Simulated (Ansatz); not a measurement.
System: C$_{5}$H$_{9}$O (charge 0, doublet). It need not be the lowest isomer of its formula. SMILES: [CH](CC=O)CC
Structure (B3LYP-D3(BJ)/def2-TZVP (Ansatz, an electronic-structure program) minimum search):
```xyz
15

C     -2.2653     0.0916     0.1462
C     -1.2001    -0.4463    -0.8210
C     -0.0577     0.4877    -1.0090
C      1.3409     0.1067    -0.7022
C      1.6649    -0.1239     0.7658
O      0.8832    -0.0576     1.6756
H     -1.8331     0.2515     1.1335
H     -3.0970    -0.6101     0.2366
H     -2.6659     1.0431    -0.2098
H     -0.8348    -1.4112    -0.4590
H     -1.6807    -0.6452    -1.7899
H     -0.2698     1.5138    -1.2839
H      1.6263    -0.8364    -1.1982
H      2.0628     0.8463    -1.0666
H      2.7297    -0.3861     0.9528
```
Charge 0, spin multiplicity 2.

Wanted: atomisation energy (electronic, to ground-state atoms), in eV. Cores are frozen in the correlated levels unless marked. Open shells are spin-unrestricted. No spin-orbit coupling. Non-relativistic unless marked X2C. The coupled-cluster limit lacks core correlation, which all-electron functionals hold. CBS marks a two-point X^-3 extrapolation of the correlation energy; Hartree-Fock from the larger set. [CCSD(T)-MP2]/basis is that difference in the basis named.

```
level                                                     program  atomisation energy (eV)
-------------------------------------------------  --------------  -----------------------
HF/cc-pVTZ                                                 Ansatz                    46.81
BHLYP-D3(BJ)/def2-TZVPD                            Ansatz + dftd3                    61.39
BHLYP/def2-TZVPD                                           Ansatz                    60.99
B2PLYP-D3(BJ)/def2-TZVPD                           Ansatz + dftd3                    62.54
RI-MP2/cc-pVQZ                                             Ansatz                    63.27
X2C-CCSD(T)/cc-pVTZ-DK                                     Ansatz                    61.46
RI-MP2/CBS(cc-pVTZ,cc-pVQZ)+[CCSD(T)-MP2]/cc-pVTZ          Ansatz                    62.96
```
